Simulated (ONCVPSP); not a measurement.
**Configuration tests for Co (ONCV)**

cobalt (Co), optimised norm-conserving Vanderbilt (ONCV), made with ONCVPSP 4.0.1 (PBE, scalar-relativistic). Core [Ar], reference 3d7 4s2. Waves: 4s: rc 2.50 bohr, ncon 3, nbas 6, qcut 2.4 1/bohr, 1 projector; p scattering state at 0.17 Ha: rc 2.60 bohr, ncon 4, nbas 8, qcut 3.4 1/bohr, 2 projectors, debl 2.2 Ha; 3d: rc 1.45 bohr, ncon 4, nbas 9, qcut 10.1 1/bohr, local. Local part: the d channel. Core correction: Teter function, fcfact 4.75, rcfact 1.75.

In the p channel the program set the typed energies aside and used 0.050, 2.250 Ha.

Energies are relative to the spin-unpolarised reference configuration 3d7 4s2; without spin polarisation the order of configurations can differ from experiment.

```tsv
valence configuration	charge	ΔE all-electron (eV)	error AE − PS (meV)
3d7 4s1	+1	9.031	-54
3d6 4s0	+3	61.686	-1146
3d7 4s0 4p1	+1	14.399	-130
```

Task: What are ΔE and the potential's error for 3d7 4s0?

Result: ΔE = 25.816 eV all-electron; the error (AE − PS) is -411 meV.

Note: ghosts flagged at negative energy: s at -148.1 eV; GHOST(+) flagged for p at 32.7 eV. A true bound ghost makes a file unfit for plane-wave use.
